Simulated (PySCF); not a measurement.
C₂H₇BFNO, SMILES CCNB(O)F.

Geometry optimised at PBE0-D3(BJ)/def2-SVP. The structure was generated by enumeration, and PubChem lists no compound with its InChIKey, so it may never have been made. The values are those of a single conformer.

All values below come from PySCF 2.14.0 with PBE0-D3(BJ)/def2-SVP.

Frequencies are harmonic and unscaled.

Q: Give all harmonic wavenumbers and intensities. (Estimate from the structure and the level; the computed values follow.)

A: 
```json
[
 {"mode": "1", "ν (cm⁻¹)": "54", "IR (km/mol)": "0.1", "moving atoms (share of kinetic energy)": "C 35 %, H 29 %, F 20 %, N 15 %"},
 {"mode": "2", "ν (cm⁻¹)": "104", "IR (km/mol)": "0.9", "moving atoms (share of kinetic energy)": "O 31 %, N 23 %, C 19 %, H 17 %, F 8 %"},
 {"mode": "3", "ν (cm⁻¹)": "190", "IR (km/mol)": "0.5", "moving atoms (share of kinetic energy)": "H 49 %, F 24 %, C 12 %"},
 {"mode": "4", "ν (cm⁻¹)": "280", "IR (km/mol)": "0.3", "moving atoms (share of kinetic energy)": "H 71 %, C 14 %, F 11 %"},
 {"mode": "5", "ν (cm⁻¹)": "374", "IR (km/mol)": "13.0", "moving atoms (share of kinetic energy)": "C 26 %, H 23 %, O 22 %, N 14 %, F 13 %"},
 {"mode": "6", "ν (cm⁻¹)": "425", "IR (km/mol)": "144.9", "moving atoms (share of kinetic energy)": "H 88 %"},
 {"mode": "7", "ν (cm⁻¹)": "452", "IR (km/mol)": "24.6", "moving atoms (share of kinetic energy)": "H 35 %, C 21 %, N 14 %, F 13 %, O 11 %"},
 {"mode": "8", "ν (cm⁻¹)": "533", "IR (km/mol)": "3.7", "moving atoms (share of kinetic energy)": "O 27 %, N 21 %, H 18 %, F 16 %, B 10 %"},
 {"mode": "9", "ν (cm⁻¹)": "584", "IR (km/mol)": "27.0", "moving atoms (share of kinetic energy)": "H 82 %, N 9 %"},
 {"mode": "10", "ν (cm⁻¹)": "667", "IR (km/mol)": "95.2", "moving atoms (share of kinetic energy)": "B 74 %, N 11 %"},
 {"mode": "11", "ν (cm⁻¹)": "780", "IR (km/mol)": "2.1", "moving atoms (share of kinetic energy)": "H 65 %, C 12 %, F 9 %"},
 {"mode": "12", "ν (cm⁻¹)": "836", "IR (km/mol)": "7.7", "moving atoms (share of kinetic energy)": "H 47 %, N 22 %, F 18 %"},
 {"mode": "13", "ν (cm⁻¹)": "945", "IR (km/mol)": "29.1", "moving atoms (share of kinetic energy)": "H 42 %, C 27 %, N 10 %, F 10 %, O 9 %"},
 {"mode": "14", "ν (cm⁻¹)": "1003", "IR (km/mol)": "103.9", "moving atoms (share of kinetic energy)": "H 72 %, O 13 %"},
 {"mode": "15", "ν (cm⁻¹)": "1095", "IR (km/mol)": "8.9", "moving atoms (share of kinetic energy)": "H 48 %, C 48 %"},
 {"mode": "16", "ν (cm⁻¹)": "1123", "IR (km/mol)": "7.5", "moving atoms (share of kinetic energy)": "H 62 %, C 34 %"},
 {"mode": "17", "ν (cm⁻¹)": "1199", "IR (km/mol)": "31.0", "moving atoms (share of kinetic energy)": "C 33 %, N 31 %, H 30 %"},
 {"mode": "18", "ν (cm⁻¹)": "1287", "IR (km/mol)": "1.7", "moving atoms (share of kinetic energy)": "H 76 %, C 13 %"},
 {"mode": "19", "ν (cm⁻¹)": "1348", "IR (km/mol)": "95.8", "moving atoms (share of kinetic energy)": "H 75 %, B 13 %, C 8 %"},
 {"mode": "20", "ν (cm⁻¹)": "1381", "IR (km/mol)": "20.3", "moving atoms (share of kinetic energy)": "H 71 %, C 17 %, B 8 %"},
 {"mode": "21", "ν (cm⁻¹)": "1410", "IR (km/mol)": "33.0", "moving atoms (share of kinetic energy)": "H 53 %, C 27 %, B 13 %"},
 {"mode": "22", "ν (cm⁻¹)": "1436", "IR (km/mol)": "240.4", "moving atoms (share of kinetic energy)": "B 51 %, H 30 %"},
 {"mode": "23", "ν (cm⁻¹)": "1462", "IR (km/mol)": "13.4", "moving atoms (share of kinetic energy)": "H 96 %"},
 {"mode": "24", "ν (cm⁻¹)": "1466", "IR (km/mol)": "20.5", "moving atoms (share of kinetic energy)": "H 93 %"},
 {"mode": "25", "ν (cm⁻¹)": "1486", "IR (km/mol)": "14.4", "moving atoms (share of kinetic energy)": "H 86 %, C 9 %"},
 {"mode": "26", "ν (cm⁻¹)": "1608", "IR (km/mol)": "564.4", "moving atoms (share of kinetic energy)": "B 44 %, N 34 %, H 17 %"},
 {"mode": "27", "ν (cm⁻¹)": "3039", "IR (km/mol)": "52.1", "moving atoms (share of kinetic energy)": "H 94 %"},
 {"mode": "28", "ν (cm⁻¹)": "3051", "IR (km/mol)": "17.5", "moving atoms (share of kinetic energy)": "H 97 %"},
 {"mode": "29", "ν (cm⁻¹)": "3125", "IR (km/mol)": "0.7", "moving atoms (share of kinetic energy)": "H 91 %, C 9 %"},
 {"mode": "30", "ν (cm⁻¹)": "3148", "IR (km/mol)": "28.1", "moving atoms (share of kinetic energy)": "H 91 %, C 9 %"},
 {"mode": "31", "ν (cm⁻¹)": "3157", "IR (km/mol)": "22.7", "moving atoms (share of kinetic energy)": "H 90 %, C 10 %"},
 {"mode": "32", "ν (cm⁻¹)": "3660", "IR (km/mol)": "27.1", "moving atoms (share of kinetic energy)": "H 93 %"},
 {"mode": "33", "ν (cm⁻¹)": "3935", "IR (km/mol)": "115.0", "moving atoms (share of kinetic energy)": "H 94 %"}
]
```
